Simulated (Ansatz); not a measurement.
The cluster Hf3⁻. Charge -1, multiplicity 2. Geometry PBE-D4/def2-TZVPD.

```csv
atom,x (Å),y (Å),z (Å)
Hf1,0.649,0.781,-1.157
Hf2,0.199,0.436,1.568
Hf3,-0.848,-1.217,-0.411
```

In the def2 sets Hf takes a core potential; there is no spin–orbit coupling. At r2SCAN-D4/def2-TZVPD, PBE0-D4/def2-SVPD, PBE0-D4/def2-TZVPD, BHLYP-D4/def2-TZVPD and others the charge -1 doublet is spin-contaminated (final ⟨S²⟩ up to 2.09, 0.75 for a pure state). At r2SCAN-D4/def2-TZVPD, PBE0-D4/def2-SVPD, PBE0-D4/def2-TZVPD the highest occupied level of the charge -1 doublet lies above zero (up to 0.60 eV). Its loss leaves the charge 0 triplet, which lies 0.98 eV higher (vertical, at r2SCAN-D4/def2-TZVPD), but this difference is unsure: the triplet is doubtful (geometry relaxed on an unsound state). The geometry of the doublet was relaxed on an unsound state (⟨S²⟩ 1.78, where a pure state has 0.75). At PBE0-D4/def2-TZVPD a quartet of charge -1 lies 0.13 eV below the doublet, each at its own geometry. The structure comes from a short search, and lower isomers may exist.

Task: Estimate the α-spin orbital energies around the gap (eV) in Ansatz with r2SCAN-D4/def2-TZVPD, PBE0-D4/def2-SVPD, PBE0-D4/def2-TZVPD, BHLYP-D4/def2-TZVPD, ωB97M-V/def2-TZVPD.

Result: 
| orbital | r2SCAN-D4/def2-TZVPD | PBE0-D4/def2-SVPD | PBE0-D4/def2-TZVPD | BHLYP-D4/def2-TZVPD | ωB97M-V/def2-TZVPD |
| --- | --- | --- | --- | --- | --- |
| HOMO−5 | -0.49 | -0.96 | -1.04 | -1.55 | -2.73 |
| HOMO−4 | -0.49 | -0.96 | -1.01 | -1.52 | -2.73 |
| HOMO−3 | -0.30 | -0.88 | -0.94 | -1.45 | -2.59 |
| HOMO−2 | -0.20 | -0.82 | -0.87 | -1.32 | -2.44 |
| HOMO−1 | 0.33 | -0.18 | -0.23 | -1.00 | -2.14 |
| HOMO | 0.40 | -0.05 | -0.09 | -0.66 | -1.74 |
| LUMO | 1.20 | 1.90 | 1.83 | 2.57 | 3.10 |
| LUMO+1 | 1.33 | 1.91 | 1.86 | 2.72 | 3.20 |
| LUMO+2 | 1.66 | 2.25 | 2.13 | 2.74 | 3.30 |
| LUMO+3 | 1.84 | 2.26 | 2.18 | 2.81 | 3.36 |
| LUMO+4 | 2.00 | 2.44 | 2.29 | 2.84 | 3.38 |
| LUMO+5 | 2.02 | 2.45 | 2.31 | 2.90 | 3.44 |
| β HOMO | 0.60 | 0.27 | 0.22 | -0.23 | -1.23 |
| β LUMO | 1.34 | 2.02 | 1.97 | 2.72 | 3.27 |
